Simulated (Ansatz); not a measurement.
One change: `SS[SiH2]Cl` becomes `F[SiH2]SS`.

Ansatz, PBE0-D4/def2-TZVP geometries, multiplicity 1. Each molecule was computed in one conformer, which needn't be the lowest.

```tsv
property	`SS[SiH2]Cl`
LUMO energy (PBE0/def2-TZVPP) / eV	-1.42
HOMO energy (ωB97M-V/def2-TZVPP) / eV	-9.61
zero-point energy (PBE0-D4/def2-TZVP) / kJ/mol	80.0
HOMO–LUMO gap (B3LYP/def2-TZVPP) / eV	5.59
HOMO–LUMO gap (PBE/def2-TZVPP) / eV	3.86
ideal-gas entropy at 298 K and 1 bar (rigid rotor, harmonic PBE0-D4/def2-TZVP) / J/(mol·K)	345
```

Question: Give the same properties after the change, and the shifts. (Estimate.)

Answer: Ansatz gave: 
| property | `F[SiH2]SS` | shift |
| --- | --- | --- |
| LUMO energy (PBE0/def2-TZVPP) / eV | -1.46 | -0.04 |
| HOMO energy (ωB97M-V/def2-TZVPP) / eV | -9.85 | -0.24 |
| zero-point energy (PBE0-D4/def2-TZVP) / kJ/mol | 83.8 | 3.8 |
| HOMO–LUMO gap (B3LYP/def2-TZVPP) / eV | 5.79 | 0.20 |
| HOMO–LUMO gap (PBE/def2-TZVPP) / eV | 4.06 | 0.20 |
| ideal-gas entropy at 298 K and 1 bar (rigid rotor, harmonic PBE0-D4/def2-TZVP) / J/(mol·K) | 330 | -15 |

B3LYP here is the variant with VWN-RPA as its local correlation; programs differ in this.
